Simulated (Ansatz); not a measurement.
Calculated with Ansatz (gas phase, PBE0-D4/def2-TZVP geometries, no zero-point term in ΔE). CBS: MP2 limit from def2 TZ/QZ plus the TZ coupled-cluster correction, frozen cores. DFT in def2-TZVPP. For Ge outer-core shells are correlated without core-valence functions, which leaves a few kJ/mol of doubt a bond. Scalar relativity is left out up to krypton. One conformer a species, not always the lowest.

Reaction (redistribution): `[SiH3][GeH2][SiH2][GeH2][SiH2][GeH3]` + disilane → `[SiH3][GeH2][SiH3]` + `[SiH3][SiH2][GeH2][SiH2][GeH3]`

```
                               species  ωB97M-V energy (Eh)
`[SiH3][GeH2][SiH2][GeH2][SiH2][GeH3]`          -7107.48476
                        `[SiH3][SiH3]`           -582.52232
                  `[SiH3][GeH2][SiH3]`          -2660.61821
      `[SiH3][SiH2][GeH2][SiH2][GeH3]`          -5029.38764
```

Work out ΔE.

ΔE = (-2660.61821) + (-5029.38764) − (-7107.48476) − (-582.52232) = 0.00123 Eh = +0.03 eV. CCSD(T)/CBS gives +0.04 eV.

Largest T1 diagnostic among the species: 0.013.

The D4 term adds +0.08 eV with B3LYP and +0.05 eV with PBE0; it sums over pairs of atoms, weighted by their polarisabilities, and B3LYP, whose exchange is more repulsive, gets the larger term. In def2-TZVPP, CCSD(T) changes the Hartree–Fock value by +0.09 eV (the triples alone add +0.01 eV) and MP2 by +0.10 eV.

B3LYP here is the variant with VWN-RPA as its local correlation; programs differ in this.
